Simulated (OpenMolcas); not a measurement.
# B: effect of the level shift or regulariser

* Program: OpenMolcas 26.06
* Basis: ANO-RCC-VTZP [4s3p2d1f]
* Scalar Hamiltonian: DKH2, point nucleus
* Active space: 3 electrons in 4 orbitals (2s 2p)
* State averaging: 2S+1 = 4 odd, 1 root (0 in the spin-orbit step); 2S+1 = 2 odd, 3 roots; 2S+1 = 4 even, 3 roots; 2S+1 = 2 even, 5 roots
* Spin-orbit coupling: state interaction with AMFI integrals over the reference wave functions, term energies averaged over their components

Methods on the same reference wave functions:
A. CASSCF
B. SS-CASPT2, IPEA 0.25 Eh, imaginary shift 0.1 Eh (closed shells correlated: 1s)
C. SS-CASPT2, IPEA 0.25 Eh, real shift 0.2 Eh (closed shells correlated: 1s)

Energies in cm-1 above 2s2 2p 2P* 1/2, the measured ground level; measured values from NIST Handbook of Basic Atomic Spectroscopic Data.

```csv
Level,A,B,C,Measured
2s2 2p 2P* 1/2,0.0,0.0,0.0,0.0
2s2 2p 2P* 3/2,14.5,14.5,14.5,15.3
2s 2p2 4P 1/2,24117,27187,27160,28870
2s 2p2 4P 3/2,24122,27192,27166,28875
2s 2p2 4P 5/2,24131,27201,27174,28881
2s 2p2 2D 3/2,54848,49576,49790,47857
2s 2p2 2D 5/2,54848,49576,49790,47857
```

Deviations, from unrounded energies. A percentage is the sum of absolute deviations over the sum of measured energies, with the sign that they share, or ± where signs differ.

```csv
Against measurement,Levels,A,B,C
mean absolute deviation (cm-1),6,4700,1400,1500
fine structure of the ground term (%),1,-4.8,-4.8,-4.8
other configurations (%),5,±15.5,±4.7,±4.9
```

B lies closest to measurement on these levels and A furthest from it. The largest miss of B in the table is 2s 2p2 2D 5/2, by +1700 cm-1. The ranking rests on the paired levels alone, and a cruder setting can come out closer through cancelling errors.

Between B and C the level of the table that moves most is 2s 2p2 2D 3/2, by 210 cm-1 (lowest in B, highest in C).

The lowest spin-free term lies below A's lowest term by 0.053 hartree in B, 0.053 hartree in C.

Without dynamic correlation excited terms often stand tens of per cent too high (terms of higher spin than the ground term too low), and those without a measured partner can miss by more than the paired ones (holds for A). Measured partners are found by configuration, term and J. A level has none where our copy of the source lacks it or the pairing is in doubt (some pairs that miss far off the trend of their configuration count as doubtful), and it then counts in no deviation. Levels of configurations outside the active space are missing.

* marks odd parity.
